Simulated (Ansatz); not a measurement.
Species: CH7B2N, SMILES `BCNB` (charge 0, multiplicity 1), formula CH7B2N.

Task: How many basis functions does frozen-core CCSD(T)/cc-pVTZ // B3LYP-D3(BJ)/def2-TZVP run with Ansatz (a program for electronic structure) use, how many core orbitals are frozen, and how many electrons are correlated?

Result: 218 basis functions and 4 frozen orbitals, which leaves 22 correlated electrons. Core time is of the order of minutes.
